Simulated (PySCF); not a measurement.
BrGaH2O2.

```xyz
6

Ga    -0.0024     0.7476     0.0000
Br    -0.0155    -1.5207     0.0000
O     -1.5409     1.6171     0.0000
H     -1.4245     2.5741     0.0000
O      1.5084     1.6757     0.0000
H      2.3040     1.1328     0.0000
```
Charge 0, spin multiplicity 1.

Geometry: PBE0-D3(BJ)/def2-SVP. The structure was generated by enumeration; whether it is a known compound was not checked. The values are those of a single conformer.

All values below come from PBE/pcSseg-1 run with PySCF. Non-relativistic, no solvent.

Computed absolute GIAO shielding of each atom: isotropic value and principal components (ppm):
```json
[
 {"atom": "Ga1", "σ(iso)": "1353.3", "σ11": "1092.9", "σ22": "1465.4", "σ33": "1501.4", "span": "408.5"},
 {"atom": "Br2", "σ(iso)": "2626.7", "σ11": "2363.2", "σ22": "2543.5", "σ33": "2973.3", "span": "610.1"},
 {"atom": "O3", "σ(iso)": "262.5", "σ11": "184.6", "σ22": "285.7", "σ33": "317.2", "span": "132.6"},
 {"atom": "H4", "σ(iso)": "28.9", "σ11": "20.6", "σ22": "23.1", "σ33": "42.8", "span": "22.2"},
 {"atom": "O5", "σ(iso)": "233.9", "σ11": "130.9", "σ22": "255.2", "σ33": "315.6", "span": "184.7"},
 {"atom": "H6", "σ(iso)": "28.5", "σ11": "21.1", "σ22": "24.5", "σ33": "40.0", "span": "18.9"}
]
```
